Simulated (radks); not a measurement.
All-electron atom: Re47+ in [Ar] 3d10. All-electron calculation, scalar-relativistic Kohn-Sham, SCAN, spin-polarised, spherical densities, finite nucleus; meta-GGA in the generalised Kohn-Sham scheme; Fermi nuclear charge, rms radius 5.3698 fm. Program: a radial shooting solver on a logarithmic mesh with Libxc functionals. Some entries of the table are withheld. Estimate them.

orbital,occ.,eigenvalue (hartree),<r^2> (bohr^2)
1s,2,-2726.251,0.0004479
2s,2,-546.3475,(1)
2p,6,-488.1703,0.005672
3s,2,-190.1822,(2)
3p,6,(3),0.04292
3d,10,-153.8122,0.03499

Answer. 
(1) 2s <r^2> (bohr^2): 0.006838
(2) 3s <r^2> (bohr^2): 0.04264
(3) 3p eigenvalue (hartree): -172.7787
